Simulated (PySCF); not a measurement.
PySCF job for C₅H₉Cl, SMILES C1CC1(CCl)C, TDDFT-PBE/def2-SVPD. Coordinates come from a PBE0-D3(BJ)/def2-SVP optimisation. The values are those of a single conformer.

```python
import numpy as np
from pyscf import gto, scf, dft, tdscf

mol = gto.M(
    atom='''
    C     1.46251602    0.26993165   -1.03475175
    C     0.41179202   -0.52523031   -0.30100808
    C    -0.00093126    0.03619348    1.02955633
    Cl   -0.84908507    1.61276174    0.86399255
    C    -0.64364849   -1.23823891   -1.09518989
    C     0.42834004   -2.02876034   -0.40466738
    H     1.70623722   -0.19354581   -2.00179793
    H     1.10391286    1.29305303   -1.22497464
    H     2.39229946    0.33702704   -0.44663960
    H    -0.69409475   -0.63712571    1.55161581
    H     0.86923259    0.21668386    1.67737874
    H    -1.65760183   -1.26976106   -0.68681149
    H    -0.60336818   -1.14918275   -2.18395494
    H     0.15272144   -2.61608487    0.47606812
    H     1.21669734   -2.48138679   -1.01239307
    ''',
    basis='def2-SVPD',
    charge=0,
    spin=0,
    max_memory=1600,
    verbose=4,
)
mf = dft.RKS(mol, xc='pbe').density_fit(auxbasis='def2-universal-jkfit')
mf.grids.level = 3
mf.conv_tol = 1e-9
mf.max_cycle = 100
mf.kernel()
mf.grids = dft.Grids(mol).set(level=1).build(with_non0tab=True)  # coarser grid for the response kernel
td = tdscf.TDDFT(mf)
td.singlet = True
td.nstates = 10
td.conv_tol = 1e-4
td.positive_eig_threshold = 1e-6
td.kernel(x0=td.get_init_guess(mf, 15))
td.analyze()
tt = tdscf.TDA(mf)
tt.singlet = False
tt.nstates = 4
tt.conv_tol = 1e-4
tt.positive_eig_threshold = 1e-6
tt.kernel(x0=tt.get_init_guess(mf, 9))
tt.analyze(verbose=3)
```

Program output:

```
PySCF version 2.14.0

[INPUT] verbose = 4
[INPUT] num. atoms = 15
[INPUT] num. electrons = 56
[INPUT] charge = 0
[INPUT] spin (= nelec alpha-beta = 2S) = 0
[INPUT] symmetry False subgroup None
[INPUT] Mole.unit = angstrom
[INPUT] Symbol           X                Y                Z      unit          X                Y                Z       unit  Magmom
[INPUT]  1 C      1.462516020000   0.269931650000  -1.034751750000 AA    2.763754730589   0.510096890852  -1.955397414414 Bohr   0.0
[INPUT]  2 C      0.411792020000  -0.525230310000  -0.301008080000 AA    0.778174138081  -0.992541438220  -0.568822832481 Bohr   0.0
[INPUT]  3 C     -0.000931260000   0.036193480000   1.029556330000 AA   -0.001759826351   0.068395764695   1.945579493512 Bohr   0.0
[INPUT]  4 Cl    -0.849085070000   1.612761740000   0.863992550000 AA   -1.604538238757   3.047677992777   1.632709293165 Bohr   0.0
[INPUT]  5 C     -0.643648490000  -1.238238910000  -1.095189890000 AA   -1.216319366590  -2.339932416680  -2.069608946493 Bohr   0.0
[INPUT]  6 C      0.428340040000  -2.028760340000  -0.404667380000 AA    0.809445363785  -3.833801414979  -0.764710519745 Bohr   0.0
[INPUT]  7 H      1.706237220000  -0.193545810000  -2.001797930000 AA    3.224321049339  -0.365748573457  -3.782849844421 Bohr   0.0
[INPUT]  8 H      1.103912860000   1.293053030000  -1.224974640000 AA    2.086092970785   2.443516091239  -2.314866579138 Bohr   0.0
[INPUT]  9 H      2.392299460000   0.337027040000  -0.446639600000 AA    4.520790787345   0.636888802173  -0.844026520385 Bohr   0.0
[INPUT] 10 H     -0.694094750000  -0.637125710000   1.551615810000 AA   -1.311648981998  -1.203993098819   2.932128931445 Bohr   0.0
[INPUT] 11 H      0.869232590000   0.216683860000   1.677378740000 AA    1.642611533646   0.409473151014   3.169786425768 Bohr   0.0
[INPUT] 12 H     -1.657601830000  -1.269761060000  -0.686811490000 AA   -3.132413482278  -2.399500647037  -1.297885615304 Bohr   0.0
[INPUT] 13 H     -0.603368180000  -1.149182750000  -2.183954940000 AA   -1.140200612477  -2.171640664575  -4.127076704991 Bohr   0.0
[INPUT] 14 H      0.152721440000  -2.616084870000   0.476068120000 AA    0.288601694949  -4.943683922918   0.899638363437 Bohr   0.0
[INPUT] 15 H      1.216697340000  -2.481386790000  -1.012393070000 AA    2.299224749087  -4.689141442214  -1.913145632708 Bohr   0.0

nuclear repulsion = 294.803929475647
number of shells = 87
number of NR pGTOs = 285
number of NR cGTOs = 199
basis = def2-SVPD
ecp = {}


******** <class 'pyscf.df.df_jk.DFRKS'> ********
method = DFRKS
initial guess = minao
damping factor = 0
level_shift factor = 0
DIIS = <class 'pyscf.scf.diis.CDIIS'>
diis_start_cycle = 1
diis_space = 8
diis_damp = 0
SCF conv_tol = 1e-09
SCF conv_tol_grad = None
SCF max_cycles = 100
direct_scf = False
XC library pyscf.dft.libxc version 7.1.2
    S. Lehtola, C. Steigemann, M. J. T. Oliveira, and M. A. L. Marques,  SoftwareX 7, 1–5 (2018)
XC functionals = pbe
    J. P. Perdew, K. Burke, and M. Ernzerhof,  Phys. Rev. Lett. 77, 3865 (1996)
    J. P. Perdew, K. Burke, and M. Ernzerhof,  Phys. Rev. Lett. 78, 1396 (1997)
    J. P. Perdew, K. Burke, and M. Ernzerhof,  Phys. Rev. Lett. 77, 3865 (1996)
    J. P. Perdew, K. Burke, and M. Ernzerhof,  Phys. Rev. Lett. 78, 1396 (1997)
radial grids:
    Treutler-Ahlrichs [JCP 102, 346 (1995); DOI:10.1063/1.469408] (M4) radial grids

becke partition: Becke, JCP 88, 2547 (1988); DOI:10.1063/1.454033
pruning grids: <function nwchem_prune>
grids dens level: 3
symmetrized grids: False
atomic radii adjust function: <function treutler_atomic_radii_adjust>
small_rho_cutoff = 0
Set gradient conv threshold to 3.16228e-05
Initial guess from minao.
tot grids = 177744
init E= -655.719276599722
  HOMO = -0.319659216337491  LUMO = -0.0603775588096145  gap/eV = 7.05541
cycle= 1 E= -655.332471921441  delta_E= 0.387  |g|= 0.472  |ddm|= 7.66
  HOMO = -0.171403114145585  LUMO = 0.0106370004588396  gap/eV = 4.95356
cycle= 2 E= -655.246640947066  delta_E= 0.0858  |g|= 0.736  |ddm|=  2.3
  HOMO = -0.246125787409572  LUMO = -0.0111057292355525  gap/eV = 6.39522
cycle= 3 E= -655.397447457926  delta_E= -0.151  |g|= 0.0815  |ddm|= 1.38
  HOMO = -0.25026685217281  LUMO = -0.01474554238334  gap/eV = 6.40886
cycle= 4 E= -655.398950378731  delta_E= -0.0015  |g|= 0.0336  |ddm|= 0.266
  HOMO = -0.252403967574027  LUMO = -0.0152031095515044  gap/eV = 6.45456
cycle= 5 E= -655.399201547312  delta_E= -0.000251  |g|= 0.0117  |ddm|= 0.0742
  HOMO = -0.25195946972691  LUMO = -0.0142240245064396  gap/eV = 6.46911
cycle= 6 E= -655.399233202691  delta_E= -3.17e-05  |g|= 0.0034  |ddm|= 0.0305
  HOMO = -0.251974032784057  LUMO = -0.0144608716741748  gap/eV = 6.46306
cycle= 7 E= -655.399236071754  delta_E= -2.87e-06  |g|= 0.000728  |ddm|= 0.00962
  HOMO = -0.252004652922101  LUMO = -0.0144792007818837  gap/eV = 6.46340
cycle= 8 E= -655.399236208068  delta_E= -1.36e-07  |g|= 0.000158  |ddm|= 0.00197
  HOMO = -0.251997297133533  LUMO = -0.0144692004696867  gap/eV = 6.46347
cycle= 9 E= -655.399236214386  delta_E= -6.32e-09  |g|= 5.21e-05  |ddm|= 0.00046
  HOMO = -0.252001000655951  LUMO = -0.0144717918842376  gap/eV = 6.46350
cycle= 10 E= -655.399236215093  delta_E= -7.07e-10  |g|= 7.44e-06  |ddm|= 0.000153
  HOMO = -0.252001170863954  LUMO = -0.0144722806148163  gap/eV = 6.46349
Extra cycle  E= -655.399236215071  delta_E= 2.23e-11  |g|= 1.19e-05  |ddm|= 4.08e-05
converged SCF energy = -655.399236215071
tot grids = 54464
Overwritten attributes  positive_eig_threshold  of <class 'pyscf.tdscf.rks.CasidaTDDFT'>


******** <class 'pyscf.tdscf.rks.CasidaTDDFT'> for <class 'pyscf.df.df_jk.DFRKS'> ********
nstates = 10 singlet
deg_eia_thresh = 1.000e-03
wfnsym = None
conv_tol = 0.0001
eigh lindep = 1e-12
eigh level_shift = 0
eigh max_cycle = 100


Excitation energies (eV)
[6.59676716 6.74152996 6.82709165 6.95974103 7.00845903 7.10884638
 7.1648039  7.49569804 7.54518855 7.59835745]

** Singlet excitation energies and oscillator strengths **
Excited State   1:      6.59677 eV    187.95 nm  f=0.0441
      26 -> 29        0.16565
      28 -> 29        0.66329
      28 -> 30       -0.12976
Excited State   2:      6.74153 eV    183.91 nm  f=0.0063
      26 -> 29       -0.14080
      27 -> 29       -0.64263
      27 -> 30        0.18744
      28 -> 30       -0.10973
Excited State   3:      6.82709 eV    181.61 nm  f=0.0089
      26 -> 29       -0.62893
      26 -> 30        0.13858
      27 -> 29        0.16970
      28 -> 29        0.11370
      28 -> 30       -0.15394
Excited State   4:      6.95974 eV    178.14 nm  f=0.0284
      25 -> 29        0.12805
      26 -> 29        0.14988
      26 -> 30       -0.10147
      27 -> 30       -0.20475
      28 -> 29       -0.13876
      28 -> 30       -0.62058
Excited State   5:      7.00846 eV    176.91 nm  f=0.0228
      27 -> 29       -0.19479
      27 -> 30       -0.63242
      28 -> 30        0.20905
Excited State   6:      7.10885 eV    174.41 nm  f=0.0146
      25 -> 29        0.30341
      26 -> 30       -0.61057
Excited State   7:      7.16480 eV    173.05 nm  f=0.0190
      25 -> 29        0.59219
      26 -> 29        0.13961
      26 -> 30        0.30777
      27 -> 30        0.10769
Excited State   8:      7.49570 eV    165.41 nm  f=0.0111
      25 -> 30       -0.70172
Excited State   9:      7.54519 eV    164.32 nm  f=0.0126
      28 -> 31       -0.70158
Excited State  10:      7.59836 eV    163.17 nm  f=0.0017
      27 -> 31        0.70339

** Transition electric dipole moments (AU) **
state          X           Y           Z        Dip. S.      Osc.
  1        -0.2790      0.4264      0.1141      0.2726      0.0441
  2         0.0608      0.1305      0.1316      0.0381      0.0063
  3         0.0622     -0.2169      0.0496      0.0534      0.0089
  4        -0.0511     -0.1758     -0.3648      0.1666      0.0284
  5         0.1258      0.2386      0.2454      0.1330      0.0228
  6        -0.2258      0.1551      0.0931      0.0837      0.0146
  7         0.0123      0.3031      0.1283      0.1085      0.0190
  8         0.2297      0.0761      0.0461      0.0607      0.0111
  9         0.0958     -0.2391     -0.0436      0.0682      0.0126
 10        -0.0168     -0.0363     -0.0865      0.0091      0.0017

** Transition velocity dipole moments (imaginary part, AU) **
state          X           Y           Z        Dip. S.      Osc.
  1        -0.0686      0.1056      0.0268      0.0166      0.0456
  2         0.0190      0.0351      0.0353      0.0028      0.0076
  3         0.0137     -0.0559      0.0174      0.0036      0.0096
  4        -0.0149     -0.0461     -0.0945      0.0113      0.0294
  5         0.0322      0.0606      0.0617      0.0085      0.0221
  6        -0.0589      0.0412      0.0225      0.0057      0.0145
  7         0.0056      0.0824      0.0343      0.0080      0.0202
  8         0.0651      0.0269      0.0139      0.0052      0.0125
  9         0.0256     -0.0670     -0.0107      0.0053      0.0126
 10        -0.0044     -0.0109     -0.0257      0.0008      0.0019

** Transition magnetic dipole moments (imaginary part, AU) **
state          X           Y           Z
  1         0.5415      0.1945     -0.2353
  2         0.2732     -0.0409     -0.2062
  3        -0.0401      0.1312      0.3314
  4        -0.2089     -0.2012      0.1785
  5         0.0624      0.0859      0.4677
  6        -0.2382     -0.1244     -0.3660
  7         0.3580      0.2643      0.0119
  8        -0.2921     -0.0533     -0.1298
  9        -0.1854     -0.0060      0.3203
 10         0.1842     -0.0861     -0.0504
Overwritten attributes  positive_eig_threshold  of <class 'pyscf.tdscf.rks.TDA'>


******** <class 'pyscf.tdscf.rks.TDA'> for <class 'pyscf.df.df_jk.DFRKS'> ********
nstates = 4 triplet
deg_eia_thresh = 1.000e-03
wfnsym = None
conv_tol = 0.0001
eigh lindep = 1e-12
eigh level_shift = 0
eigh max_cycle = 100


Excitation energies (eV)
[6.23530154 6.26412865 6.45524142 6.81185831]

** Triplet excitation energies and oscillator strengths **
Excited State   1:      6.23530 eV    198.84 nm  f=0.0000
Excited State   2:      6.26413 eV    197.93 nm  f=0.0000
Excited State   3:      6.45524 eV    192.07 nm  f=0.0000
Excited State   4:      6.81186 eV    182.01 nm  f=0.0000
```

Self-consistency was reached.

Cost: roughly 90 core-seconds.
